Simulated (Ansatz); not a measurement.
Spin states of Be4, each relaxed with B3LYP/def2-TZVP in Ansatz. Electronic energies in the gas phase.

Correlated methods freeze no core orbitals. The structure comes from a short search, and lower isomers may exist.

Singlet geometry (Td within 0.1 Å):

Cartesian coordinates in Å:
```
Be -0.9916 -0.6015 0.4743
Be -0.1606 0.1632 -1.2319
Be 1.0346 -0.6778 0.2005
Be 0.1176 1.1162 0.5572
```

Triplet geometry (D2d within 0.1 Å):

Cartesian coordinates in Å:
```
Be -1.107 0.516 0.330
Be 0.870 0.722 0.567
Be -0.039 -0.059 -1.263
Be 0.275 -1.179 0.366
```

Quintet geometry (D2h within 0.1 Å):

```
atom   x (Å)   y (Å)   z (Å)
 Be1   0.702  -0.699   0.202
 Be2  -0.702   0.698  -0.203
 Be3   1.186   0.924  -0.916
 Be4  -1.186  -0.923   0.916
```

⟨S²⟩: triplet 2.05 at PBE0/def2-TZVP (pure 2.00), quintet 6.02 at PBE0/def2-TZVP (pure 6.00).

Run but left out: HF/STO-3G (singlet: restricted singlet, unstable in another Hartree–Fock run and untested here); HF/def2-TZVP, HF/def2-TZVPP (singlet: restricted singlet, unstable towards broken spin symmetry); MP2/def2-TZVP, MP2/def2-TZVPP (triplet: ⟨S²⟩ 2.22, where a pure state has 2.00).

Only these spin states were relaxed. The quintet has other bonds than the singlet, so the gap mixes isomer and spin.

(1) Estimate which spin state lies lowest at each of these levels, and by how much: PBE/def2-TZVP; revPBE/def2-TZVP; r2SCAN/def2-TZVP; PBE0/def2-TZVP; B2PLYP/def2-TZVP; RPA@PBE/def2-TZVP; CCSD/def2-TZVPP; CCSD(T)/def2-TZVPP.

Results:

(1) 
```
             level  triplet − singlet (kJ/mol)  quintet − singlet (kJ/mol)  lowest of these                                                                                                 remarks
     PBE/def2-TZVP                       100.5                       181.4          singlet                                                                                                       –
  revPBE/def2-TZVP                        98.7                       176.9          singlet                                                                                                       –
  r2SCAN/def2-TZVP                        86.8                       155.6          singlet                                                                                                       –
    PBE0/def2-TZVP                        99.5                       168.9          singlet                                                                                                       –
  B2PLYP/def2-TZVP                       118.5                       211.4          singlet                                                                                                       –
 RPA@PBE/def2-TZVP                       118.2                       207.7          singlet                                                                                                       –
   CCSD/def2-TZVPP                       112.3                       187.5          singlet  large T1 (0.025) (singlet), restricted SCF unstable (singlet), spin-contaminated (⟨S²⟩ 2.22) (triplet)
CCSD(T)/def2-TZVPP                       124.6                       217.4          singlet  large T1 (0.025) (singlet), restricted SCF unstable (singlet), spin-contaminated (⟨S²⟩ 2.22) (triplet)
```

Change of the quintet − singlet gap on mixing in exact exchange, in kJ/mol: PBE to PBE0 (25 % exact exchange) -12.5.
